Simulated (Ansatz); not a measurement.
A search over several starts for the lowest SCF solution of SnBi2⁻ at the given spin, in a small basis.

```yaml
crystal:
  periodic: [false, false, false]
  atoms:
    - {symbol: Bi, position_ang: [1.220939, 0.109935, -1.098976]}
    - {symbol: Bi, position_ang: [-0.215959, 1.231546, 1.071059]}
    - {symbol: Sn, position_ang: [-1.004980, -1.341481, 0.027917]}
basis:
  gaussian: {orbitals: def2-SVP}
total_charge: -1
magnetization: {spin_polarized: true, initial_magnetization: 1}
hamiltonian: {xc: pbe0, dispersion: d4}
output: {orbitals: {seedname: orbitals}}
```

```sh
$ ansatz run in.yaml --threads 4 --pin off --events-out ev --progress --plain --max-ram 3916MiB
```

It prints (some lines left out):

```
Functional definition: PBE0
1008 factors; integrals over basis functions are off by at most 1.6e-4 eV
mean field evaluation 1: about -17516.1624 eV, gradient 6.3e0 eV
mean field evaluation 2: about -17516.1953 eV, gradient 5.9e0 eV
mean field evaluation 4: about -17516.4194 eV, gradient 9.3e-1 eV
mean field evaluation 8: about -17516.4702 eV, gradient 1.1e-1 eV
mean field evaluation 16: about -17516.4714 eV, gradient 9.8e-4 eV
mean field evaluation 32: about -17516.3073 eV, gradient 7.8e-1 eV
mean field -17516.47140417 eV, -643.7184510125 hartree, gradient 1.7e-5 eV, S^2 0.817406; 2 other end points of the search recorded, 0 dependent functions left out
reference -17516.47142352 eV, -643.7184517235 hartree; 35, 34 occupied and 43, 44 virtual orbitals, 1008 factors
Total energy: -17516.62104915 eV, -643.7239503642 hartree
```

Hardware: 4 threads of Arm Neoverse V2 on a shared host. Wall time 2.9 s.

In the def2 sets Bi, Sn take a core potential; there is no spin–orbit coupling. The highest occupied level of the charge -1 doublet lies above zero (up to 0.12 eV). By energy differences its removal costs 1.60 eV (vertical, to the charge 0 singlet, at PBE0-D4/def2-TZVPD). The structure comes from a short search, and lower isomers may exist.
